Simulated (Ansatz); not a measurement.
Reaction (ligand exchange at the Si–N bond): `Cl[SiH2][NH][GeH3]` + `BN[SiH2][SiH3]` → `BN([SiH2][SiH3])[SiH2]Cl` + `[NH2][GeH3]`

Computed with Ansatz on PBE0-D4/def2-TZVP structures; ΔE is electronic, products minus reactants. CCSD(T)/CBS adds triple-zeta CCSD(T) − MP2 to the extrapolated MP2 energy (def2 sets, frozen cores). Functionals use def2-TZVPP. B3LYP here is the variant with VWN-RPA as its local correlation; programs differ in this. For Ge outer-core shells are correlated without core-valence functions, which leaves a few kJ/mol of doubt a bond. Scalar relativity is left out up to krypton. One conformer a species, not always the lowest.

| level | ΔE (kJ/mol) |
| --- | --- |
| ωB97M-V | 20.4 |
| B2PLYP | 26.1 |
| PBE | 27.0 |
| PBE0 | 26.4 |
| B3LYP | 31.0 |
| CCSD(T)/def2-TZVPP | 19.9 |
| HF/def2-QZVPP | 31.0 |
| MP2/CBS(def2) | 18.6 |

What does CCSD(T)/CBS give? (Best estimate.)

Ansatz gave: +20.0 kJ/mol. The listed levels differ from it by 0.4, 6.1, 7.0, 6.4, 11.0, -0.1, 11.0, -1.4 kJ/mol.

Largest T1 diagnostic among the species: 0.013.

In def2-TZVPP, CCSD(T) changes the Hartree–Fock value by −11.1 kJ/mol (the triples alone add −2.0 kJ/mol) and MP2 by −12.5 kJ/mol. The D4 term adds −10.3 kJ/mol with B3LYP and −6.0 kJ/mol with PBE0; it sums over pairs of atoms, weighted by their polarisabilities, and B3LYP, whose exchange is more repulsive, gets the larger term.
